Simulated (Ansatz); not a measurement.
The cluster Ga2S3 (the lowest singlet isomer of a short search) was relaxed with B3LYP-D4 (def2-SVP) in Ansatz in these states: charge +1 doublet, neutral quintet, neutral singlet, neutral triplet. The geometries follow in no particular order.

A:

```xyz
5

Ga   -1.194    0.525    1.043
Ga    1.306   -0.091   -1.038
S     2.163   -1.631   -2.035
S     0.419    1.629    0.020
S    -2.694   -0.433    2.009
```

B:

```csv
atom,x (Å),y (Å),z (Å)
Ga1,-0.760,-1.438,-0.527
Ga2,1.134,1.142,0.577
S3,1.024,3.171,0.967
S4,1.277,-1.011,0.171
S5,-2.675,-1.864,-1.187
```

C:

```xyz
5

Ga   -0.345   -0.239    0.522
Ga    1.112    0.767   -1.681
S    -0.401    1.844   -0.304
S     1.109   -1.356   -0.766
S    -1.474   -1.017    2.229
```

D:

```xyz
5

Ga    0.4198   -1.0809   -0.1909
Ga   -1.6282    1.1678   -1.0698
S    -1.4958    0.0252    0.9114
S     0.6627    1.2158   -1.0722
S     2.0415   -1.3280    1.4215
```

Judge from the bond lengths which geometry belongs to which state (an estimate).

A is the neutral singlet (Ga2–S3 2.025 Å, Ga1–S4 2.205 Å, Ga1–S5 2.025 Å); B is the charge +1 doublet (Ga2–S3 2.069 Å, Ga1–S4 2.195 Å, Ga1–S5 2.069 Å); C is the neutral triplet (Ga2–S3 2.312 Å, Ga1–S4 2.241 Å, Ga1–S5 2.189 Å); D is the neutral quintet (Ga2–S3 2.291 Å, Ga1–S4 2.472 Å, Ga1–S5 2.300 Å).
